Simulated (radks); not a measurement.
Problem. Neutral hydrogen, 1s1. Calculated with a radial shooting solver on a logarithmic mesh with Libxc functionals: non-relativistic Kohn-Sham, PBE, spin-polarised, spherical densities, point nucleus. Every spin shell is full or empty, so the densities are truly spherical. Functionals are evaluated on that one density, not self-consistently. Rank these exchange functionals by their error against the exact value of the orbitals, and give that value: LDA, B88, PBEsol, revPBE, RPBE, PW86, AM05, SOGGA, B86b, G96, EV93, APBE, revTPSS, SCAN, MS2.

Solution. Exact: -0.306825 hartree. From best to worst, with 100 (|E| - |E exact|)/|E exact| (equal figures are ties): RPBE +0.06, APBE -0.08, G96 -0.09, PW86 +0.14, revPBE -0.18, revTPSS +0.20, SCAN +0.22, MS2 +0.30, B88 -0.48, B86b -0.70, EV93 +4.30, PBEsol -6.00, SOGGA -6.21, AM05 -10.80, LDA -14.03.
